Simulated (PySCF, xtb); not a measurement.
TiClO, SMILES [Cl][Ti+]=[O], charge +1, multiplicity 1.

Harmonic wavenumbers (cm⁻¹) from GFN2-xTB (xtb) at its own minimum, in rising order: 212, 399, 915.

Question: What does PBE0-D3(BJ)/def2-TZVP (PySCF) give at its own minimum? (An estimate is asked for; the answer gives what the named calculation found.)

Answer: 240, 532, 1175. Paired by order, the mean absolute difference is 141 cm⁻¹ and the zero-point energies are 2.2 and 2.8 kcal/mol.
